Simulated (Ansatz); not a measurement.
Consider the ligand exchange at the Al–F bond: `[F][AlH][Br]` + HBr → `[Br][AlH][Br]` + H–F.

Isolated molecules relaxed with PBE0-D4/def2-TZVP in Ansatz; ΔE leaves out vibrations. CCSD(T)/CBS is the MP2 limit (def2-TZVPP, def2-QZVPP) plus CCSD(T) − MP2 in def2-TZVPP, frozen cores. This one scheme is used for every species. DFT in def2-TZVPP. For Br outer-core shells are correlated without core-valence functions, which leaves a few kJ/mol of doubt a bond. Scalar relativity is left out up to krypton.

| level | ΔE (kJ/mol) |
| --- | --- |
| BLYP-D4 | 32.1 |
| r2SCAN | 24.7 |
| HF/def2-SVP | 26.4 |
| MP2/def2-TZVPP | 19.1 |

(1) What does CCSD(T)/CBS give? (Best estimate.)

Largest T1 diagnostic among the species: 0.009.

## Answers

(1) The calculation gave: +19.0 kJ/mol. The listed levels differ from it by 13.1, 5.7, 7.4, 0.1 kJ/mol.

From PBE to PBE0 (25 % exact exchange), in def2-TZVPP and without D4, ΔE moves by −5.1 kJ/mol. Leaving LDA and LC-ωPBE aside and taking each functional with its dispersion term where it has one, the values, not all of them listed here, spread over 18.6 kJ/mol, from HSE06-D4 to CAM-B3LYP-D4.
